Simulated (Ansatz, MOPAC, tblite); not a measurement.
Dissociation curve of SMILES [Bi]([CH3])([CH3])[CH3]. The C2–H13 bond (C2 also carries Bi, H, H; H13 carries nothing else) is stretched with both fragments frozen at the PBE0/def2-SVP, def2 effective core potentials past Kr optimised geometry.

Computed with: GFN2-xTB, 300 K electronic temperature (tblite); UKS-PBE = unrestricted PBE/def2-SVP, def2 effective core potentials past Kr run with Ansatz (a quantum-chemistry and plane-wave program); RKS-PBE0 = restricted PBE0/def2-SVP, def2 effective core potentials past Kr in Ansatz; AM1, restricted, heats of formation (MOPAC).

Energies are in kJ/mol, each relative to the lowest point of its own curve near equilibrium.

| R / Å | GFN2-xTB | UKS-PBE | RKS-PBE0 | AM1 |
|---|---|---|---|---|
| 0.90 | 78.9 | 102.5 | 98.3 | 98.9 |
| 0.96 | 30.1 | 45.4 | 42.2 | 46.8 |
| 1.03 | 4.1 | 10.7 | 9.1 | 12.6 |
| 1.06 | 0.2 | 3.7 | 2.7 | 5.0 |
| 1.10 | 0.0 | 0.0 | 0.0 | 0.3 |
| 1.13 | 2.9 | 0.7 | 1.5 | 0.0 |
| 1.17 | 9.9 | 5.3 | 7.2 | 4.6 |
| 1.25 | 31.8 | 24.2 | 28.3 | 21.1 |
| 1.32 | 56.5 | 47.7 | 53.9 | 44.9 |
| 1.45 | 108.2 | 100.2 | 110.5 | 101.0 |
| 1.61 | 176.2 | 169.4 | 185.2 | 178.5 |
| 1.80 | 253.5 | 247.7 | 270.1 | 270.3 |
| 2.02 | 332.1 | 326.8 | 356.8 | 347.2 |
| 2.33 | 419.0 | 410.2 | 455.6 | 419.8 |
| 2.67 | 484.2 | 449.5 | 536.3 | 469.7 |
| 3.21 | 539.2 | 467.5 | 620.6 | 525.3 |

At the longest distance, 3.21 Å, RKS-PBE0 lies highest above its minimum (620.6 kJ/mol) and UKS-PBE lowest (467.5 kJ/mol).

The unrestricted solution behind UKS-PBE changes between 2.33 and 2.67 Å, which can leave a kink. The unrestricted determinant behind UKS-PBE is spin-contaminated at 2.33 to 3.21 Å (<S²> up to 1.0, against 0.00 for a pure singlet). The restricted form behind RKS-PBE0, AM1 keeps the bonding electrons paired and can't separate into open-shell fragments.
